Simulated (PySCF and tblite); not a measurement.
Values are calculated unless marked as measured or tabulated.
System: 2-acetylfuran, C6H6O2, numbered as in [CH3:1][C:2](=[O:3])[c:4]1[cH:5][cH:6][cH:7][o:8]1.

Motion: rotation about the C4–C2 bond (torsion C5–C4–C2–C1 from -180° to 0°, rising). GFN2-xTB gives an electronic barrier of 7.8 kcal/mol and a reaction energy of 2.0 kcal/mol.

(1) What does BP86/pcSseg-1 + D3(BJ) give on GFN2-xTB geometries?

Programs: tblite and PySCF.

## Answers

(1) A barrier of 11.6 kcal/mol, 3.7 above the tight-binding barrier (from unrounded values), a reaction energy of 1.9 kcal/mol and, with GFN2-xTB thermal terms, ΔG‡(298 K) = 11.8 kcal/mol and k = 3×10⁴ s⁻¹ (2 equivalent paths).
